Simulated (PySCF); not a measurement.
A calculated (PBE, PySCF 2.14, dyall-av2z, the non-relativistic Hamiltonian (point nucleus)) atom or ion has these occupied shells.

```tsv
shell	electrons	orbital energy (eV)	rms radius, mean of both spins (bohr)
1s α	1	-6382.4	0.0713
1s β	1	-6382.4	0.0713
2s α	1	-741.98	0.307
2s β	1	-739.80	0.307
2p α	3	-637.08	0.275
2p β	3	-635.43	0.275
3s α	1	-95.253	0.925
3s β	1	-89.932	0.925
3p α	3	-65.360	0.987
3p β	3	-60.110	0.987
3d α	5	-17.811	1.31
4p α	1	-8.520	3.68
```

(1) Name the element and its charge.

Answers

(1) Mn⁺ (manganese, charge +1), in [Ar] 3d5 4p1, high-spin 7P determinant (an excited configuration).
